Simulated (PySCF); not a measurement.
## Correlation energy of Te⁺ (tellurium, charge +1)

[Kr] 4d10 5s2 5p3, high-spin 4S determinant. Computed with PySCF 2.14 in aug-cc-pwCVTZ-PP with ECP28MDF (8s7p6d4f1g, 96 functions), with a scalar-relativistic core potential. Frozen: 4s2 4p6 4d10; 5 electrons correlated.

```json
{"level": "CCSD", "correlation energy (mhartree)": "-78.72"}
{"level": "(T)", "correlation energy (mhartree)": "-2.45"}
{"level": "CCSD(T)", "correlation energy (mhartree)": "-81.17"}
```

Diagnostics: T1 = 0.0027, D1 = 0.0066, largest double amplitude 0.038.

Cost of the coupled-cluster step: of the order of 40 core-seconds, for 5 correlated electrons.
